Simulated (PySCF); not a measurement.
**S⁺: excitation energy**

S⁺ [Ne] 3s2 3p3 (4S) → S⁺ [Ne] 3s1 3p4 (4P), as a difference of total energies. All numbers are calculated (PySCF 2.14, no relativity, point nucleus, in def2-TZVPPD). Correlated levels: valence and next inner shell: 1s2 frozen. The calculations carry no spin-orbit coupling.

```json
{"method": "UHF", "excitation energy (eV)": "10.399", "error (eV)": "+0.529"}
{"method": "MP2 (valence and next inner shell)", "excitation energy (eV)": "10.476", "error (eV)": "+0.606"}
{"method": "SCS-MP2 (valence and next inner shell)", "excitation energy (eV)": "10.460", "error (eV)": "+0.590"}
{"method": "CCSD (valence and next inner shell)", "excitation energy (eV)": "10.009", "error (eV)": "+0.139"}
{"method": "CCSD(T) (valence and next inner shell)", "excitation energy (eV)": "9.852", "error (eV)": "-0.018"}
```

Reference: 9.870 eV (measured; NIST levels, between the centres of gravity of the two terms).

Errors of the correlated levels include the incompleteness of this basis and the frozen core.

The coupled-cluster amplitudes are large for the upper state (T1 above 0.03 or a double amplitude above 0.15), so a single reference is strained.
